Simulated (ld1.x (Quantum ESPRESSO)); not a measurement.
**Au: TM pseudisation with PBE, fully relativistic reference atom.**

| Item | Value |
| --- | --- |
| Element | gold (Au) |
| Generator | ld1.x (Quantum ESPRESSO) 7.5 |
| Type | norm-conserving Troullier–Martins (Kleinman–Bylander form) |
| Functional | PBE |
| Relativity | fully relativistic |
| Frozen core | [Xe] 4f14 |
| Valence charge | 11 |
| Reference configuration | 5d9 6s2 6p0 |
| Partial waves | 6p (bound, empty): rc 2.95 bohr; 5d (bound): rc 1.15 bohr; 6s (bound): rc 1.95 bohr |
| Local potential | the s channel |
| Core correction | none |

Open shells are filled in proportion to 2j + 1 (rel_dist='average').

All-electron outer shells of the reference configuration (PBE, scalar-relativistic, ld1.x):

```tsv
shell	level (eV)	outermost node (bohr)	outermost maximum (bohr)
4f	-84.16	–	0.37
5p	-62.53	0.52	0.96
5d	-8.95	0.56	1.20
6s	-6.66	1.11	2.27
6p	-1.10	1.31	3.38
```

Q: Estimate the cutoffs (Ry, on a coarse ladder) from which the occupation-weighted sum of valence levels, in a spherical-Bessel basis at the reference potential, stays within 10 and 1 mRy of its value at 400 Ry.

A: 50 Ry and 140 Ry.

Q: What does a ghost test show?

A: No extra level below or beside the all-electron valence levels (p1/2, p3/2, d3/2, d5/2, s, f tested).

Q: Which valence shell sets the plane-wave cutoff?

A: 5d: its level needs 90 Ry to come within 1 mRy, against 35 Ry for 6s.

Q: Tests: 5d10 6s1 6p0; 5d10 6s0 6p0; 5d9 6s0 6p0; 5d9 6s1 6p1; 5d9 6s1 6p0; 5d7 6s0 6p0; 5d8 6s0 6p0. Which has the largest error in its energy relative to the reference configuration, and how large is it?

A: 5d7 6s0 6p0, with -235 meV (all-electron minus pseudo) on +110.51 eV.
